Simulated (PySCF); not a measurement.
C3H7NOSi, SMILES C[C@@H]1[SiH2]N=CO1. Geometry: B3LYP-D3(BJ)/def2-SVP. The structure was generated by enumeration; whether it is a known compound was not checked. Other conformers were not sampled.

Computed equilibrium geometry at B3LYP-D3(BJ)/def2-SVP (PySCF confirms it by a frequency run) as a Z-matrix (one conformer of several):
```
C
H 1 1.1021
O 1 1.4642 2 105.84
C 3 1.3552 1 113.06 2 -120.08
N 4 1.2715 3 125.11 1 1.84
H 4 1.1009 5 124.54 3 -179.86
C 1 1.5211 2 110.21 3 117.46
H 7 1.1015 1 111.11 2 -60.14
H 7 1.1016 8 108.12 1 122.34
H 7 1.1019 8 108.26 9 116.60
Si 5 1.7638 4 107.56 6 -179.90
H 11 1.4885 5 113.13 4 116.96
H 11 1.4895 12 109.28 5 -127.30
```
